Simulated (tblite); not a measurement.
Species: C5H6GeO2.
SMILES with atom numbers: `[CH3:1][GeH:2]1[C:3](=[O:4])[CH:5]=[CH:6][C:7]1=[O:8]` (hydrogens: H9, H10, H11 on C1; H12 on Ge2; H13 on C5; H14 on C6)

Computed with GFN2-xTB (tblite), gas phase: L-BFGS steps from a force-field or distance-geometry start until the largest atomic force falls under 0.01 eV/Å.

Step 16: E = -645.7373 eV
```
atom  x, y, z in Å  |  force x, y, z in eV/Å
C1      2.3164    0.1701    0.1755    0.017   0.035  -0.006
Ge2     0.6334   -0.7801   -0.2329   -0.125   0.025  -0.007
C3     -0.5840    0.3701   -1.3571   -0.030   0.034   0.014
O4     -0.3390    0.9378   -2.3935    0.000  -0.019  -0.001
C5     -1.8514    0.5415   -0.6149   -0.009   0.015  -0.058
C6     -1.9336    0.0690    0.6340   -0.015  -0.016   0.045
C7     -0.7551   -0.6026    1.2238   -0.031   0.047  -0.005
O8     -0.6619   -0.8669    2.3963    0.009  -0.026   0.028
H9      2.0669    0.9771    0.8614    0.092   0.010   0.035
H10     2.7213    0.6073   -0.7329    0.033  -0.024  -0.030
H11     3.0691   -0.4668    0.6301   -0.038  -0.016   0.017
H12     0.7991   -2.1891   -0.7534    0.029   0.012  -0.009
H13    -2.6630    1.0620   -1.1101    0.028  -0.052   0.030
H14    -2.8188    0.1699    1.2517    0.040  -0.025  -0.052
```

Step 17: E = -645.7386 eV
```
atom  x, y, z in Å  |  force x, y, z in eV/Å
C1      2.3204    0.1699    0.1758   -0.008   0.025  -0.009
Ge2     0.6310   -0.7741   -0.2312   -0.063  -0.012  -0.010
C3     -0.5874    0.3692   -1.3581   -0.014   0.050   0.035
O4     -0.3398    0.9381   -2.3930   -0.014  -0.012  -0.019
C5     -1.8543    0.5401   -0.6153   -0.018   0.023  -0.089
C6     -1.9362    0.0675    0.6331   -0.026  -0.027   0.079
C7     -0.7586   -0.6043    1.2240   -0.003   0.073  -0.006
O8     -0.6620   -0.8660    2.3968   -0.011  -0.029   0.027
H9      2.0726    0.9777    0.8618    0.114   0.005   0.019
H10     2.7256    0.6030   -0.7355    0.026  -0.027   0.005
H11     3.0698   -0.4722    0.6307   -0.062   0.010   0.002
H12     0.8061   -2.1811   -0.7526    0.018   0.001  -0.013
H13    -2.6665    1.0610   -1.1092    0.028  -0.051   0.027
H14    -2.8212    0.1707    1.2505    0.033  -0.029  -0.048
```

Step 18: E = -645.7397 eV
```
atom  x, y, z in Å  |  force x, y, z in eV/Å
C1      2.3234    0.1700    0.1758   -0.034   0.007  -0.011
Ge2     0.6276   -0.7686   -0.2297    0.018  -0.033  -0.006
C3     -0.5905    0.3695   -1.3584    0.007   0.051   0.036
O4     -0.3405    0.9378   -2.3929   -0.028  -0.001  -0.033
C5     -1.8568    0.5386   -0.6161   -0.016   0.017  -0.064
C6     -1.9386    0.0660    0.6326   -0.019  -0.017   0.064
C7     -0.7617   -0.6044    1.2246    0.025   0.071   0.005
O8     -0.6621   -0.8658    2.3973   -0.031  -0.023   0.017
H9      2.0797    0.9786    0.8627    0.122   0.007   0.004
H10     2.7296    0.5987   -0.7377    0.019  -0.028   0.031
H11     3.0690   -0.4772    0.6313   -0.074   0.023  -0.011
H12     0.8124   -2.1739   -0.7522    0.006  -0.006  -0.015
H13    -2.6693    1.0591   -1.1079    0.004  -0.037   0.009
H14    -2.8229    0.1709    1.2487    0.002  -0.030  -0.027
```

Problem. Estimate the geometry and energy of step 19. (The exact step hangs on the optimiser's Hessian estimate; all steps are aligned on step 18, rigid shifts and turns removed.)

Solution. E = -645.7409 eV, largest force 0.115 eV/Å
```
atom  x, y, z in Å  |  force x, y, z in eV/Å
C1      2.3256    0.1702    0.1756   -0.052  -0.010  -0.009
Ge2     0.6243   -0.7637   -0.2284    0.088  -0.034   0.001
C3     -0.5934    0.3709   -1.3582    0.029   0.040   0.022
O4     -0.3420    0.9375   -2.3933   -0.041   0.010  -0.037
C5     -1.8596    0.5371   -0.6173   -0.006   0.002  -0.003
C6     -1.9410    0.0644    0.6324    0.001   0.007   0.017
C7     -0.7643   -0.6031    1.2255    0.048   0.051   0.021
O8     -0.6629   -0.8660    2.3979   -0.047  -0.012   0.002
H9      2.0894    0.9797    0.8637    0.114   0.015  -0.007
H10     2.7343    0.5939   -0.7394    0.013  -0.024   0.043
H11     3.0669   -0.4817    0.6317   -0.072   0.020  -0.017
H12     0.8189   -2.1669   -0.7521   -0.007  -0.013  -0.016
H13    -2.6722    1.0566   -1.1065   -0.031  -0.018  -0.018
H14    -2.8248    0.1705    1.2464   -0.038  -0.031   0.001
```

The energy changes by -0.0012 eV. The first-order estimate −F·Δx gives -0.0016 eV and the mean of the old and new forces, exact on a quadratic surface, -0.0012 eV. The step makes an angle of 68° with the force vector and moves no atom by more than 0.010 Å.

What follows is the cost of the whole relaxation. Time: 1.1 s of wall time. Hardware: one thread of an Arm Neoverse N1, no GPU (shared host).
